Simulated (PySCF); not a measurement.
LuCl₂⁺, singlet: molecular constants

These are results of PBE/[Lu def2-SVP with ECP28, Cl def2-SVP], scalar-relativistic core potentials, density fitting, no spin–orbit coupling, PySCF, not measurements.

The structure is a minimum.

```xyz
3
charge 1 multiplicity 1, angstrom
Lu    0.0000    0.0000   -0.3723
Cl    1.8817    0.0000    0.9507
Cl   -1.8817    0.0000    0.9507
```

| Item | Value |
| --- | --- |
| Point group | C2v |
| Bond lengths | Lu–Cl 2.300 Å (×2) |
| Bond angles | Cl–Lu–Cl 109.8° |
| Principal quadrupole moments (Buckingham, traceless) about the centre of mass | -6.28, 2.24, 4.03 D Å |
| Dipole moment about the centre of mass | 5.43 D |
| Entropy at 298.15 K and 1 bar | 308.7 J/(mol K) |
| Highest occupied level | -12.70 eV |
| Enthalpy at 298.15 K above 0 K | 13.48 kJ/mol |
| Lowest empty level | -9.29 eV |
| Heat capacity Cp at 298.15 K | 53.7 J/(mol K) |
| Principal polarisabilities | 28.2, 40.9, 66.1 bohr³ |
| Zero-point energy | 5.4 kJ/mol |
| Rotational symmetry number | 2 |
| Rotational constants | 0.1928, 0.06808, 0.05031 cm⁻¹ |

Harmonic modes (masses in u: Lu 174.941, Cl 34.969):
```csv
symmetry,ω (cm⁻¹),IR (km/mol),μ (u)
a1,96,2.6,39.99
a1,400,11.5,38.98
b2,402,56.2,42.07
```

In C2v the vibrations span 2a1 + b2. Here b1 is antisymmetric to the molecular plane and b2 lies in it.

Charges (e):
```csv
atom,Mulliken,Löwdin,polar tensor,Mayer order to Lu1
Lu1,1.19,0.48,1.82,–
"Cl2,3",-0.09,0.26,-0.41,1.50
```

Mulliken populations on Lu1 (electrons outside its core potential): s 4.33, p 12.26, d 11.19, f 14.03.

Formally Lu is in oxidation state +3, d0. A d0 centre has no lone pair, yet it is C2v rather than linear: covalent bonding through the d orbitals favours lower symmetry. The polar-tensor charge on Lu, 1.82, is below the formal one.

Stability towards spin polarisation was not tested. Other isomers or separated fragments may lie lower.

The final relaxation and frequency run took about 100 core-seconds on a shared host.
